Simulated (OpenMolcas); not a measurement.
**Computed levels of Cu**

```json
{"Program": "OpenMolcas 26.06", "Method": "CASSCF", "Basis": "ANO-RCC-VTZP [6s5p3d2f1g]", "Scalar Hamiltonian": "DKH2, point nucleus", "Active space": "11 electrons in 6 orbitals (3d 4s)", "State averaging": "2S+1 = 2 even, 6 roots", "Spin-orbit coupling": "RASSI with atomic mean-field integrals over the reference wave functions, term energies averaged over their components"}
```

With spin-orbit coupling, above the lowest level:

```json
{"Configuration": "3d⁹ 4s²", "Term": "²D", "J": "5/2", "E (cm⁻¹)": "0.0", "g": "1.200", "Term weight %": "100"}
{"Configuration": "3d⁹ 4s²", "Term": "²D", "J": "3/2", "E (cm⁻¹)": "1991", "g": "0.800", "Term weight %": "100"}
{"Configuration": "3d¹⁰ 4s", "Term": "²S", "J": "1/2", "E (cm⁻¹)": "22806", "g": "2.002", "Term weight %": "100"}
```

Against the 2 measured excited levels shown (NIST Handbook of Basic Atomic Spectroscopic Data) the mean absolute deviation is 34000 cm-1; the largest miss in energy is 3d⁹ 4s² ²D_3/2: computed -20815, measured 13245 cm⁻¹ (-257.1 %). These deviations count from the computed level that pairs with the measured ground level.

Spin-orbit coupling puts the lowest level 797 cm⁻¹ below the lowest spin-free term.

Without dynamic correlation excited terms often stand tens of per cent too high (terms of higher spin than the ground term too low), and those without a measured partner can miss by more than the paired ones. The lowest computed level is not the ground level that NIST lists (2S1/2). A single d shell beside an s shell can misplace configurations of different d count against each other. Measured partners are found by configuration, term and J. A level has none where our copy of the source lacks it or the pairing is in doubt (some pairs that miss far off the trend of their configuration count as doubtful), and it then counts in no deviation. Levels of configurations outside the active space are missing.

The term weight is that of the spin-free term in the level, not the purity of its configuration.
